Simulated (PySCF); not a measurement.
Isomers C$_{6}$H$_{13}$BO$_{2}$:

A. `C=C(CC)B(OC)OC`
B. `C/C=C/CB(OC)OC`
C. `CC(C)(C)B1OCCO1`

Spectrum 1. ¹H NMR (500 MHz, computed): δ 5.81 (m, 1H), 5.33 (m, 1H), 3.57 (s, 6H), 1.71 (d, 3H), 1.50 (d, 2H). ¹³C{¹H} NMR (computed): δ 136.8 (CH), 130.6 (CH), 51.7 (CH3), 21.2 (CH3), 20.9 (CH2).

Spectrum 2. ¹H NMR (500 MHz, computed): δ 4.10 (s, 4H), 0.96 (s, 9H). ¹³C{¹H} NMR (computed): δ 68.2 (CH2), 28.0 (CH3), 16.2 (C).

Spectrum 3. ¹H NMR (500 MHz, computed): δ 5.89 (br s, 1H), 5.44 (br s, 1H), 3.70 (s, 6H), 2.17 (q, 2H), 0.89 (t, 3H). ¹³C{¹H} NMR (computed): δ 156.8 (C), 132.4 (CH2), 53.2 (CH3), 35.7 (CH2), 16.8 (CH3).

- PBE0-D3(BJ)/def2-SVP geometry
- GIAO PBE0/pcSseg-1 shieldings
- code: PySCF 2.14.0 with density-fitted response routines
- one averaged value for each set of equivalent atoms, a single conformation, no solvent, non-relativistic

δ = σ(ref) − σ, references computed at the same level: ¹H and ¹³C against TMS. Where no couplings were computed, multiplicities follow the n + 1 count of equivalent neighbours, and m marks all less simple cases (inequivalent or close neighbours, rings, F or P nearby). Carbons bonded to boron are broad in practice. Shifts are as computed. Against solution values, carbons near 30 ppm lie about +2 ppm off and those near 130 ppm about +5 ppm. Of 1211 compounds with measured shifts, 218 miss one by over three times the rms of a fit or turn the order of signals round; such compounds aren't used in these exercises.

Problem. Match each spectrum to its structure.

Solution. 1–B, 2–C, 3–A.

- Spectrum 1 (B): 5 ¹³C signals; δC 136.8 is an alkene CH; δC 130.6 is an alkene CH.
- Spectrum 2 (C): 3 ¹³C signals; δC 68.2 is an sp3 CH2 bonded to O; δC 28.0 is a methyl carbon.
- Spectrum 3 (A): 5 ¹³C signals; δC 156.8 is a fully substituted alkene carbon; δC 132.4 is a terminal =CH2 carbon.
